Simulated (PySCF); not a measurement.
# Indirect couplings

Geometry:
```json
{"atom": "B1", "x (Å)": "1.254", "y (Å)": "0.287", "z (Å)": "-0.090"}
{"atom": "N2", "x (Å)": "0.010", "y (Å)": "-0.361", "z (Å)": "-0.261"}
{"atom": "B3", "x (Å)": "-1.241", "y (Å)": "0.108", "z (Å)": "0.229"}
{"atom": "F4", "x (Å)": "-2.329", "y (Å)": "-0.612", "z (Å)": "-0.015"}
{"atom": "H5", "x (Å)": "2.251", "y (Å)": "-0.210", "z (Å)": "-0.557"}
{"atom": "H6", "x (Å)": "1.289", "y (Å)": "1.327", "z (Å)": "0.521"}
{"atom": "H7", "x (Å)": "-0.010", "y (Å)": "-1.237", "z (Å)": "-0.778"}
{"atom": "H8", "x (Å)": "-1.336", "y (Å)": "1.133", "z (Å)": "0.854"}
```

Couplings: B3LYP/pcJ-1 in PySCF, geometry PBE0-D3(BJ)/def2-SVP; gas phase, one conformer, non-relativistic. Couplings are averaged over pairs made equivalent by symmetry, fast rotation or ring inversion, so a value needn't be that of the named pair in this geometry, while other rotamers aren't included; one pair stands for each set, and the list holds those of at least 0.8 Hz over up to four bonds.

Isotopes: ¹¹B, ¹H, ¹⁹F, ¹⁵N.

```tsv
pair	bonds	J (Hz)
B1, N2	1	-23.1
B1, H5	1	145.9
N2, B3	1	-26.4
N2, H7	1	-76.1
B3, F4	1	?
B3, H8	1	?
B1, B3	2	4.4
B1, H7	2	-3.4
N2, F4	2	2.1
N2, H5	2	-3.1
N2, H8	2	-13.2
B3, H7	2	?
F4, H8	2	84.7
H5, H6	2	?
B1, F4	3	13.9
B1, H8	3	?
B3, H5	3	?
F4, H7	3	4.5
H5, H7	3	11.7
H7, H8	3	8.4
F4, H5	4	?
```

Estimate the withheld couplings, with signs.

## Answers


- ¹J(B3,F4) = -148.7 Hz (bond length 1.327 Å)
- ¹J(B3,H8) = 185.0 Hz (bond length 1.204 Å)
- ²J(B3,H7) = -3.9 Hz (angle at N2 116°)
- ²J(H5,H6) = 11.6 Hz (angle at B1 122°)
- ³J(B1,H8) = 2.5 Hz (dihedral angle 0°)
- ³J(B3,H5) = 8.3 Hz (mean over equivalent pairs that range from 6.8 to 9.8 Hz in this conformer)
- ⁴J(F4,H5) = 1.8 Hz (mean over equivalent pairs that range from 0.0 to 3.5 Hz in this conformer)
